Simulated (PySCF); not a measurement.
Isomers C$_{5}$H$_{11}$NSi:

A. `[H]/N=C/[SiH2]C1CCC1`
B. SMILES CC(C)([SiH3])CC#N
C. `C=C1CC[C@H]1N[SiH3]`

Spectrum 1. $^{1}$H NMR (300 MHz, computed): δ 12.94 (br s, 1H), 9.36 (t, 1H), 4.43 (m, 2H), 2.53 (m, 2H), 2.29 (m, 1H), 2.21 (m, 1H), 1.97 (m, 1H), 1.76 (m, 2H). $^{13}$C{$^{1}$H} NMR (computed): δ 191.0 (CH), 23.6 (CH2), 20.5 (CH2), 13.8 (CH).

Spectrum 2. $^{1}$H NMR (300 MHz, computed): δ 5.63 (br s, 1H), 5.30 (br s, 1H), 4.75 (s, 3H), 3.68 (m, 1H), 2.53 (m, 1H), 2.49 (m, 1H), 2.48 (m, 1H), 1.58 (m, 1H), 0.04 (br s, 1H). $^{13}$C{$^{1}$H} NMR (computed): δ 168.9 (C), 114.0 (CH2), 58.8 (CH), 31.9 (CH2), 26.0 (CH2).

Spectrum 3. $^{1}$H NMR (300 MHz, computed): δ 3.91 (s, 3H), 2.15 (s, 2H), 1.23 (s, 6H). $^{13}$C{$^{1}$H} NMR (computed): δ 123.8 (C), 30.6 (CH2), 28.5 (CH3), 22.7 (C).

PySCF 2.14.0 with density-fitted response routines calculation with PBE0/pcSseg-1 with gauge-including orbitals and GFN2-xTB structure; one conformer, rapidly exchanging positions averaged, gas phase, non-relativistic Hamiltonian.

Scale: TMS for $^{1}$H (σref 31.72), $^{13}$C (σref 186.93) (reference shieldings calculated alike). Where no couplings were computed, multiplicities follow the n + 1 count of equivalent neighbours, and m marks all less simple cases (inequivalent or close neighbours, rings, F or P nearby). Shifts are as computed. Against solution values, carbons near 30 ppm lie about +3 ppm off and those near 130 ppm about +5 ppm. Of 1211 compounds with measured shifts, 218 miss one by over three times the rms of a fit or turn the order of signals round; such compounds aren't used in these exercises. OH and NH positions are gas-phase values without hydrogen bonding to other molecules.

Which spectrum belongs to which compound?

## Answers

1–A, 2–C, 3–B.

- Spectrum 1 (A): 4 $^{13}$C signals; δC 23.6 is an sp3 CH2 in a ring; δC 20.5 is an sp3 CH2 in a ring.
- Spectrum 2 (C): 5 $^{13}$C signals; δC 114.0 is a terminal =CH2 carbon; δC 58.8 is an allylic sp3 CH bonded to N.
- Spectrum 3 (B): 4 $^{13}$C signals; δC 123.8 is a nitrile carbon; δC 30.6 is an sp3 CH2 α to a nitrile.
